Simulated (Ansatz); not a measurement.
`N#C[SiH](F)Cl` and `C[SiH](F)C#N` differ in one atom or group.

Ansatz, PBE0-D4/def2-TZVP geometries, multiplicity 1. 

| property | `N#C[SiH](F)Cl` |
| --- | --- |
| HOMO energy (PBE/def2-TZVPP) / eV | -8.65 |
| ideal-gas entropy at 298 K and 1 bar (rigid rotor, harmonic PBE0-D4/def2-TZVP) / J/(mol·K) | 327 |
| size of the dipole moment (B3LYP/def2-TZVPP) / D | 2.67 |
| LUMO energy (ωB97M-V/def2-TZVPP) / eV | 0.59 |
| LUMO energy (PBE/def2-TZVPP) / eV | -2.44 |
| HOMO energy (B3LYP/def2-TZVPP) / eV | -9.87 |

Task: Give the same properties after the change, and the shifts. (An estimate is asked.)

Result: Computed: 
| property | `C[SiH](F)C#N` | shift |
| --- | --- | --- |
| HOMO energy (PBE/def2-TZVPP) / eV | -8.33 | 0.32 |
| ideal-gas entropy at 298 K and 1 bar (rigid rotor, harmonic PBE0-D4/def2-TZVP) / J/(mol·K) | 333 | 6 |
| size of the dipole moment (B3LYP/def2-TZVPP) / D | 3.79 | 1.12 |
| LUMO energy (ωB97M-V/def2-TZVPP) / eV | 1.00 | 0.41 |
| LUMO energy (PBE/def2-TZVPP) / eV | -1.99 | 0.45 |
| HOMO energy (B3LYP/def2-TZVPP) / eV | -9.48 | 0.39 |

The zero-point energy changes by 91.5 kJ/mol with +9 modes. Dipoles are sizes alone; their direction can turn.

B3LYP here is the variant with VWN-RPA as its local correlation; programs differ in this.
